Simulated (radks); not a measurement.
These are the eigenvalues of the occupied orbitals of an atom or ion with whole-number occupations (eV). Method: scalar-relativistic Kohn-Sham, PBE, spin-polarised, spherical densities, finite nucleus; Fermi nuclear charge, rms radius of each element as measured or else 0.836 A^(1/3) + 0.57 fm; computed with a radial shooting solver on a logarithmic mesh with Libxc functionals.

1s down: -79113.83
1s up: -79113.81
2s up: -14488.13
2s down: -14487.94
2p up: -12655.27
2p down: -12655.12
3s up: -3949.379
3s down: -3943.437
3p up: -3415.036
3p down: -3409.012
3d up: -2835.163
3d down: -2830.577
4s up: -1373.214
4s down: -1363.730
4p up: -1191.846
4p down: -1182.785
4d up: -973.3724
4d down: -964.4432
4f up: -733.6159
4f down: -723.9034

Which element is it, and in what charge state? The configuration may be excited. Open shells, if any, are filled with parallel spins first.

Answer. Z = 78, platinum, charge +24: Pt24+ in [Kr] 4d10 4f8. The list shows which subshells hold electrons but not how many an open one holds; the 1s level, -2907.4 hartree, gives Z - s = 76.3 by -(Z - s)^2/2, which with screening and relativity narrows Z to a few neighbours, and the depths of the outer levels then fix element, charge and occupations together.
